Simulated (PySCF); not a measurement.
This PySCF input asks for the NMR shieldings of `[SiH3]CC[C@H]1CC[CH2][AlH]1`, C6H15AlSi; the geometry comes from GFN2-xTB.

```python
import basis_set_exchange as bse
import numpy as np
from pyscf import gto, dft
from pyscf.prop import nmr

atoms = """
Si    3.765738    0.403253   -0.427520
C     2.022279   -0.342183   -0.522815
C     1.086427    0.133076    0.586468
C    -0.301920   -0.489205    0.403221
C    -1.404094    0.207681    1.227504
C    -2.793654   -0.214685    0.722003
C    -2.990168    0.187197   -0.759542
Al   -1.166264   -0.315455   -1.410418
H     3.681650    1.861868   -0.541506
H     4.375433    0.054798    0.858793
H     4.585143   -0.132148   -1.516738
H     1.553398   -0.087502   -1.485211
H     2.077863   -1.433381   -0.490498
H     1.508319   -0.123280    1.564615
H     1.004385    1.223492    0.543624
H    -0.241443   -1.531460    0.759098
H    -1.308105    1.291966    1.111098
H    -1.314923   -0.018154    2.294597
H    -3.564541    0.227923    1.359327
H    -2.874540   -1.302621    0.814854
H    -3.219558    1.261090   -0.805679
H    -3.873670   -0.317541   -1.165615
H    -0.612506   -0.517745   -2.836643
"""
names = dict.fromkeys(["Si", "C", "Al", "H"], "pcSseg-1")
basis = {el: gto.basis.parse(bse.get_basis(n, elements=[el], fmt="nwchem")) for el, n in names.items()}
mol = gto.M(atom=atoms, basis=basis, charge=0, verbose=0)
mf = dft.RKS(mol, xc="PBE0")
mf.grids.level = 2
mf.grids.alignment = dft.numint.BLKSIZE   # the property module wants whole blocks of grid points
mf.conv_tol = 1e-9
mf.kernel()

calc = nmr.RKS(mf)   # GIAO
C = mf.mo_coeff
Co = C[:, mf.mo_occ > 0]
resp = mf.gen_response(singlet=True, hermi=2)
def vind(x):   # induced exchange potential for any number of trial vectors
    d = np.einsum("pi,xij,qj->xpq", C, 2 * x.reshape(-1, C.shape[1], Co.shape[1]), Co, optimize=True)
    return np.einsum("xpq,pi,qj->xij", resp(d - d.transpose(0, 2, 1)), C, Co, optimize=True).ravel()
mo1, _ = nmr.rhf.solve_mo1(calc, with_cphf=vind)
sigma = calc.kernel(mo1)
for i, s in enumerate(sigma):   # ppm
    print("%2d %-2s %9.2f" % (i, mol.atom_pure_symbol(i), np.trace(s) / 3))
```

Problem. What are the results?

Solution. 
```
 0 Si    422.59
 1 C     164.86
 2 C     152.11
 3 C     142.27
 4 C     145.35
 5 C     154.04
 6 C     171.02
 7 Al    243.97
 8 H      27.96
 9 H      27.90
10 H      27.75
11 H      30.40
12 H      30.47
13 H      29.69
14 H      30.52
15 H      30.45
16 H      30.79
17 H      29.19
18 H      29.17
19 H      30.58
20 H      31.24
21 H      30.77
22 H      25.58
```

These numbers come from an equivalent density-fitted implementation of the same equations, which agrees with the script to about 0.01 ppm for H and up to a few tenths of a ppm for heavy atoms, so last digits may differ.

Size and cost of the density-fitted run: 225 basis functions, 110 s wall time on 1 thread of an Arm Neoverse N1, shared host; peak memory 1.1 GiB.
